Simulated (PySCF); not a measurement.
Species: MoO2(OSiMe3)2, C6H18MoO4Si2 (singlet state).
Cartesian coordinates in Å at the PBE0-D3(BJ)/def2-SVP level; atoms count from 1:
```
atom  x, y, z in Å
Mo1    1.091    0.248    0.211
O2     1.679   -0.110    1.743
O3     2.376    0.852   -0.687
O4    -0.245    1.513    0.346
Si5   -0.978    2.758    1.246
C6    -2.404    1.982    2.171
C7    -1.559    4.035    0.015
C8     0.324    3.429    2.405
H9    -2.951    2.735    2.760
H10   -2.043    1.205    2.863
H11   -3.116    1.513    1.473
H12   -2.270    3.595   -0.701
H13   -2.063    4.872    0.525
H14   -0.711    4.444   -0.556
H15    0.689    2.639    3.080
H16    1.187    3.818    1.841
H17   -0.075    4.250    3.022
O18    0.443   -1.286   -0.582
Si19   0.716   -2.771   -1.367
C20    0.944   -2.392   -3.182
C21   -0.802   -3.812   -1.051
C22    2.254   -3.512   -0.607
H23    1.128   -3.311   -3.760
H24    1.802   -1.717   -3.332
H25    0.049   -1.902   -3.596
H26   -1.703   -3.321   -1.449
H27   -0.710   -4.800   -1.529
H28   -0.947   -3.968    0.029
H29    3.128   -2.868   -0.789
H30    2.135   -3.621    0.483
H31    2.470   -4.507   -1.029
```

The calculation used PBE0-D3(BJ)/def2-SVP geometry optimisation, gas phase, def2 core potentials past Kr (PySCF 2.14.0).

Masses are those of the commonest isotopes; rigid-rotor values at the optimised geometry. The values belong to one conformer.

Task: Give the principal moments of inertia and the rotational constants in MHz.

Result: Ia = 579.54, Ib = 2118.24, Ic = 2258.90 u·Å²; 505379 MHz·u·Å²/I gives A = 872.0, B = 238.6, C = 223.7 MHz.

Task: What kind of rotor is it?

Result: A near-prolate asymmetric top: κ = (2 × 238.6 − 872.0 − 223.7)/(872.0 − 223.7) = -0.95.

Task: What does the inertial defect say?

Result: Not planar: Δ = Ic − Ia − Ib = -438.88 u·Å². For a rigid frame Δ = −2 Σ m c², so Σ m c² = 219.44 u·Å² lies off the ab plane: 47.14 from hydrogen and 172.30 from heavier atoms. The atom farthest from that plane is 2.40 Å away.

Task: Which lines would a microwave search look for?

Result: The dipole components are |μa| = 0.02 D, |μb| = 3.20 D, |μc| = 0.00 D. The squared components, which scale the intensities, stand as 0.00 : 1.00 : 0.00 (a : b : c). Some of the stronger lines:

| type | branch | J(Ka,Kc) | MHz | lower level (cm⁻¹) |
| --- | --- | --- | --- | --- |
| b | Q | 1(1,0) ← 1(0,1) | 648 | 0.015 |
| b | Q | 2(1,1) ← 2(0,2) | 663 | 0.046 |
| b | R | 1(1,1) ← 0(0,0) | 1096 | 0.000 |
| b | R | 2(1,2) ← 1(0,1) | 1543 | 0.015 |
| b | Q | 2(2,0) ← 2(1,1) | 1901 | 0.068 |
| b | Q | 2(2,1) ← 2(1,2) | 1945 | 0.067 |
| b | R | 2(2,1) ← 1(1,0) | 2840 | 0.037 |
| b | R | 2(2,0) ← 1(1,1) | 2855 | 0.037 |

Task: Estimate the classical rotational partition function at 10 K, 200 K and 500 K.

Result: Point group C1, symmetry number σ = 1; q = (√π/σ)·√((kT/h)³/(ABC)), k/h = 20836.6 MHz/K: 24700 at 10 K, 2210000 at 200 K, 8740000 at 500 K.

No frequency check. Constants of a rigid frame at the computed geometry: no zero-point averaging, no centrifugal distortion. A rigid rotor knows nothing of internal rotation, which can split or shift real lines.
